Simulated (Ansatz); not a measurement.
```yaml
crystal:
  periodic: [false, false, false]
  atoms:
    - {symbol: O, position_ang: [-0.277735, 1.447191, -2.341301]}
    - {symbol: Ga, position_ang: [-0.196149, 1.106657, -0.582405]}
    - {symbol: N, position_ang: [0.104067, -0.641236, -0.182026]}
    - {symbol: In, position_ang: [0.285456, -1.547588, 1.624344]}
    - {symbol: D, position_ang: [-0.435887, 2.368877, -2.552002]}
    - {symbol: H, position_ang: [-0.371644, 2.234155, 0.477057]}
    - {symbol: H, position_ang: [0.194003, -1.241402, -0.992035]}
    - {symbol: H, position_ang: [0.572018, -3.236788, 1.585713]}
    - {symbol: H, position_ang: [0.125881, -0.489875, 2.962656]}
basis:
  gaussian: {orbitals: def2-TZVPP}
hamiltonian: {xc: {name: HSE06}}
output: {forces: true}
```

```sh
$ ansatz run in.yaml --threads 4 --pin off --events-out ev --progress --plain --max-ram 10444MiB
```

Output, abridged:

```
Error: YAML parse error: error: line 8 column 16: `D` is not an element symbol (H … Og, case-exact)
 6 |     - {symbol: N, position_ang: [0.104067, -0.641236, -0.182026]}
 7 |     - {symbol: In, position_ang: [0.285456, -1.547588, 1.624344]}
 8 |     - {symbol: D, position_ang: [-0.435887, 2.368877, -2.552002]}
 9 |     - {symbol: H, position_ang: [-0.371644, 2.234155, 0.477057]}
10 |     - {symbol: H, position_ang: [0.194003, -1.241402, -0.992035]}
```

(1) What is wrong with this run?

Results:

(1) An element symbol is wrong. The program refused the input.

HSE06 is defined as in plane-wave codes.
